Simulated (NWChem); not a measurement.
HSeSF; SMILES F[Se]S

```xyz
4

Se    -0.4233     0.4466    -0.0076
F      1.1042     1.3504    -0.0136
S      0.2529    -1.5957    -0.0560
H      0.4098    -1.8067     1.2760
```
Atoms are numbered in this order, from 1.

Results from NWChem. Pople sets run with spherical d functions. Medium grid unless said otherwise, to which SCAN and Minnesota functionals are sensitive. Geometry: optimised at PBE0/def2-SVP.

For level MN15-L/6-31G*:

- highest occupied level (eV): -6.19
- orbital gap (eV): 4.05
- dipole (D): 1.90

Question: What are these values for level MN15/6-31G*?

Answer: 
- highest occupied level (eV) = -7.69
- orbital gap (eV) = 6.83
- dipole (D) = 2.01
